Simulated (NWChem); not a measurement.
# Si₂H₄O₃; SMILES O[SiH]1O[SiH2]O1

```xyz
9

O      0.5140    -2.1497     0.0000
Si    -0.4427    -0.8175     0.0000
O     -0.1065     0.3392    -1.1916
Si     0.1966     1.5035     0.0000
O     -0.1065     0.3392     1.1916
H      1.4736    -2.0205     0.0000
H     -1.8163    -1.3380     0.0000
H     -0.7692     2.6264     0.0000
H      1.5897     2.0118     0.0000
```
Atoms are numbered in this order, from 1.

Program: NWChem. Pople sets run with spherical d functions. STO-3G and 3-21G are far too small for this property and stand as cheap habits. All runs use the structure optimised with B3LYP/6-31G* (spherical d). Field at 589 nm.

Question: Order these runs by computing time, cheapest first, and give rough ratios: B3LYP/def2-SVPD; B3LYP/STO-3G; B3LYP/def2-SVP.

Answer: B3LYP/STO-3G (1), B3LYP/def2-SVP (4), B3LYP/def2-SVPD (20). Ratios are rough, from one shared machine; the cheapest took very roughly 15 core-seconds. What differs between the cheapest and the dearest: isotropic polarisability (bohr³) 26.8 → 56.0; anisotropy (bohr³) 21.7 → 15.9.
